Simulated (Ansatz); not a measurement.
Ansatz (an electronic-structure program) input:

Ansatz 0.2 input:
```yaml
crystal:
  periodic: [false, false, false]
  atoms:
    - {symbol: Mn, position_ang: [0.00000000, 0.00000000, 0.00000000]}
    - {symbol: Cl, position_ang: [-0.00000000, -0.00000000, -2.18948486]}
    - {symbol: Cl, position_ang: [0.00000000, 0.00000000, 2.18948486]}
basis:
  gaussian:
    orbitals: def2-SVP
hamiltonian:
  xc: {name: PBE0}
magnetization: {spin_polarized: true, initial_magnetization: 5}
```

**Question.** Which total energy does the run end on?

**Answer.** -2070.58309 Eh (PBE0/def2-SVP). The basis has 67 functions.

The spin state was set by rule; other spins were not relaxed.
